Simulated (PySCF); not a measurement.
PBE on As (arsenic, neutral), [Ar] 3d10 4s2 4p2 4d1, one real determinant (an excited configuration). Calculation: PySCF 2.14, in dyall-av3z (24s17p11d2f, 144 functions); scalar relativity by spin-free X2C-1e.

```
cycle= 1 E= -2260.17976646223  delta_E= -0.0281  |g|= 0.133  |ddm|= 0.367
cycle= 2 E= -2260.17864352938  delta_E= 0.00112  |g|= 0.192  |ddm|= 0.0764
cycle= 3 E= -2260.18143247586  delta_E= -0.00279  |g|= 0.00882  |ddm|= 0.0289
cycle= 4 E= -2260.18143974163  delta_E= -7.27e-06  |g|= 0.000701  |ddm|= 0.00495
cycle= 5 E= -2260.18143985822  delta_E= -1.17e-07  |g|= 0.000193  |ddm|= 0.00124
cycle= 6 E= -2260.18143986876  delta_E= -1.05e-08  |g|= 9.16e-06  |ddm|= 0.000229
cycle= 7 E= -2260.18143986881  delta_E= -4.82e-11  |g|= 4.22e-07  |ddm|= 3.22e-05
converged SCF energy = -2260.18143986881  <S^2> = 3.7509725  2S+1 = 4.0004862
```

Highest occupied orbital energy: 0.252 eV; ⟨L²⟩ = 7.96; populations by l: s 8.01, p 14.00, d 10.99, f 0.00.

Question: Can this result be used?

Answer: Not for this state. The run converged. ⟨L²⟩ = 7.96 against 12 for a pure F term, so this real determinant mixes terms. The outer electron is Rydberg-like, and this basis confines it to a smaller radius and binds it less than a complete one would. At PBE the highest occupied level has a positive energy, so only the finite basis holds that electron; for this excited configuration the basis is too tight for the outer shell.
